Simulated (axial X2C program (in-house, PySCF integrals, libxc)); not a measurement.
# What spin–orbit coupling does to MoCl⁺

Calculated with an axial X2C code built on PySCF integrals. Spin-free means the one-electron spin-free X2C Hamiltonian; two-component (2c) means X2C with spin–orbit coupling and atomic mean-field two-electron Coulomb and Gaunt terms, so the difference of the two also holds small scalar two-electron terms. Basis: Mo dyall-cv3z [11s12p9d5f3g], Cl dyall-av3z [9s8p3d2f] (cores contracted in-house); Gaussian nuclei, density fitting, unrestricted open shells. Masses: Mo 97.905 u, Cl 34.969 u.

Spin-free state: M_S = 2, Λ = 0 (beyond evenly filled blocks: π+α, π-α, δ+α, δ-α); fragments Mo+ + Cl.

```csv
level,Re (Å),ωe (cm⁻¹),De (eV),μ (D)
PBE0,2.215,453.8,2.771,-4.83
MP2,2.234,449.4,2.568,n/a
CCSD,2.242,445.3,2.354,n/a
CCSD(T),2.241,444.6,2.500,n/a
TPSSh,2.223,447.8,2.962,-4.68
```

Correlated methods: 12 electrons correlated (number of frozen shells: Mo 4 s, 3 p, 1 d; Cl 2 s, 1 p), 292 virtual spin orbitals or spinors in MP2, 90 natural virtuals in coupled cluster.

Dipoles are positive if Cl is the positive end and refer to the centre of mass.

Two-component determinant lowest at the distance of the search:

Ω = 2 (⟨Sz⟩ = 2.00, ⟨Lz⟩ = 0.00 at HF); fragments Mo+ + Cl.

| level | Re (Å) | ωe (cm⁻¹) | De (eV) | μ (D) |
| --- | --- | --- | --- | --- |
| PBE0 | 2.215 | 453.6 | 2.762 | -4.83 |
| MP2 | 2.234 | 449.2 | 2.526 | n/a |
| CCSD | 2.242 | 445.1 | 2.313 | n/a |
| CCSD(T) | 2.242 | 444.3 | 2.460 | n/a |
| TPSSh | 2.223 | 447.5 | 2.955 | -4.67 |

Question: From the two tables, how do the constants change at the CCSD(T) level (2c against spin-free)?

Answer: At the CCSD(T) level Re is unchanged within 0.001 Å and ωe decreases by 0.3 cm⁻¹; De changes by -0.040 eV.

The state is one determinant whose occupation by symmetry is held fixed; it was picked as the lowest of a PBE0 search that is not exhaustive. Dissociation energies refer to the lowest single-determinant-based atoms at the same level and basis. Density functionals use the spin component along the axis (collinear). Coupled cluster ran in a truncated set of natural virtual spinors; the MP2 energy of the rest was added. (T) has no such correction and the atoms are truncated less, which lowers De at CCSD(T) by a hundredth of an eV or more. A 2c atom that is not at its ground J level misses part of its spin–orbit lowering, and De is too large by that part (0.04 eV or less for light atoms). This holds for PBE0, TPSSh. Other states lie close and PBE0, whose exact exchange favours high spin, may order them wrongly; the determinant shown need not be the ground state. The nearest other spin-free determinant of the search, M_S = 2, Λ = 1, lies 0.17 eV up at the distance of the search. The functionals have no current-density term, which raises determinants with orbital currents, atoms included. With several unpaired electrons one determinant need not be a pure state. Open-shell Ω = 0 determinants with evenly filled partner blocks cannot be reached by this program, so the Ω shown need not be the lowest component. Some points did not converge and are left out. With the outer-core shells frozen, correlated bond lengths of heavy atoms tend to come out a few hundredths of an ångström too long.
